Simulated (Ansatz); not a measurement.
Ansatz (an electronic-structure program) input (SVWN5/def2-TZVP):

Ansatz 0.2 input:
```yaml
crystal:
  periodic: [false, false, false]
  atoms:
    - {symbol: K, position_ang: [-0.00000000, -0.00000000, -0.65261744]}
    - {symbol: O, position_ang: [0.00000000, 0.00000000, 1.54996642]}
basis:
  gaussian:
    orbitals: def2-TZVP
hamiltonian:
  xc: {name: SVWN5}
magnetization: {spin_polarized: true, initial_magnetization: 1}
relax: {f_tol: 0.003, max_steps: 100}
```

End of the output:

```
integrals: 0.01 GiB planned
476 factors; their error is unknown
mean field: 0.15 GiB planned
mean field evaluation 1: about -18303.1186 eV, gradient 3.7e1 eV
mean field evaluation 2: about -18112.2524 eV, gradient 9.8e1 eV
mean field evaluation 4: about -18306.1448 eV, gradient 2.4e1 eV
mean field evaluation 8: about -18308.6231 eV, gradient 5.0e-2 eV
mean field evaluation 16: about -18308.6098 eV, gradient 6.4e-5 eV
mean field evaluation 32: about -18303.6956 eV, gradient 8.6e-4 eV
mean field evaluation 64: about -18308.5638 eV, gradient 4.3e-1 eV
mean field evaluation 96: about -18308.5485 eV, gradient 2.2e-1 eV
mean field -18308.60982505 eV, -672.8290010493 hartree, gradient 2.1e-6 eV, S^2 0.755796; 8 other end points of the search recorded, 0 dependent functions left out
the calculation of the forces begins
reference -18308.60987683 eV, -672.8290029520 hartree; 14, 13 occupied and 50, 51 virtual orbitals, 476 factors
relax step   1: F+E_penalty+E_count = -18308.60982505 eV  Δ(F+E_penalty+E_count) = +0.000e0 eV  max|allowed force component| = 5.213e-1 eV/Å  Δτ_max = 0.0000 Å  (285 SCF iters, accepted)
these checks for a lower state are left out or cut short: starts, cluster_reference, orbital_swaps, neighbouring_geometries, increment
integrals: 0.01 GiB planned
476 factors; their error is unknown
mean field: 0.15 GiB planned
mean field -18308.62890635 eV, -672.8297022740 hartree, gradient 5.6e-6 eV, S^2 0.755581; 0 other end points of the search recorded, 0 dependent functions left out
the calculation of the forces begins
reference -18308.62895709 eV, -672.8297041386 hartree; 14, 13 occupied and 50, 51 virtual orbitals, 476 factors
relax step   2: F+E_penalty+E_count = -18308.62890635 eV  Δ(F+E_penalty+E_count) = -1.908e-2 eV  max|allowed force component| = 1.021e-1 eV/Å  Δτ_max = 0.0298 Å  (49 SCF iters, accepted)
these checks for a lower state are left out or cut short: starts, cluster_reference, orbital_swaps, neighbouring_geometries, increment
integrals: 0.01 GiB planned
476 factors; their error is unknown
mean field: 0.15 GiB planned
mean field -18308.62955265 eV, -672.8297260250 hartree, gradient 9.5e-7 eV, S^2 0.755533; 0 other end points of the search recorded, 0 dependent functions left out
the calculation of the forces begins
reference -18308.62960318 eV, -672.8297278821 hartree; 14, 13 occupied and 50, 51 virtual orbitals, 476 factors
relax step   3: F+E_penalty+E_count = -18308.62955265 eV  Δ(F+E_penalty+E_count) = -6.463e-4 eV  max|allowed force component| = 2.202e-3 eV/Å  Δτ_max = 0.0064 Å  (37 SCF iters, accepted)
integrals: 0.01 GiB planned
476 factors; their error is unknown
mean field: 0.15 GiB planned
mean field evaluation 128: about -18303.0013 eV, gradient 3.8e1 eV
mean field evaluation 160: about -18308.4600 eV, gradient 2.3e-6 eV
mean field -18308.62955265 eV, -672.8297260250 hartree, gradient 3.4e-6 eV, S^2 0.755533; 8 other end points of the search recorded, 0 dependent functions left out
the calculation of the forces begins
reference -18308.62960318 eV, -672.8297278821 hartree; 14, 13 occupied and 50, 51 virtual orbitals, 476 factors
Total energy: -18308.62960318 eV, -672.8297278821 hartree
Atom 0 at    -0.000000    -0.000000    -0.616403 Å, force    -0.000000     0.000000    -0.002202 eV/Å
Atom 1 at     0.000000     0.000000     1.513752 Å, force     0.000000    -0.000000     0.002202 eV/Å
Dipole moment:    -0.000000    -0.000000    -1.638599 e Å
```
